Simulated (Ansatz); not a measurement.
Consider the isomerisation: `OC[SiH](O)[SiH3]` → `O[SiH2]C[SiH2]O`.

Isolated molecules relaxed with PBE0-D4/def2-TZVP in Ansatz; ΔE leaves out vibrations. CCSD(T)/CBS is the MP2 limit (def2-TZVPP, def2-QZVPP) plus CCSD(T) − MP2 in def2-TZVPP, frozen cores. Functionals use def2-TZVPP. B3LYP here is the variant with VWN-RPA as its local correlation; programs differ in this. One conformer a species, not always the lowest.

```
             level  ΔE (kJ/mol)  difference from CCSD(T)/CBS
            PBE-D4       -200.9                         33.4
           PBE0-D4       -214.1                         20.2
            r2SCAN       -225.0                          9.3
              PBE0       -212.2                         22.1
             B3LYP       -218.9                         15.4
     HF/def2-TZVPP       -240.1                         -5.8
SCS-MP2/def2-TZVPP       -242.7                         -8.4
CCSD(T)/def2-TZVPP       -231.7                          2.6
      HF/CBS(def2)       -241.6                         -7.3
     MP2/CBS(def2)       -251.8                        -17.5
       CCSD(T)/CBS       -234.3                            0
```

Largest T1 diagnostic among the species: 0.012.

From PBE to PBE0 (25 % exact exchange), in def2-TZVPP and without D4, ΔE moves by −13.7 kJ/mol. The D4 term adds −4.0 kJ/mol with B3LYP and −2.0 kJ/mol with PBE0; it sums over pairs of atoms, weighted by their polarisabilities, and B3LYP, whose exchange is more repulsive, gets the larger term.
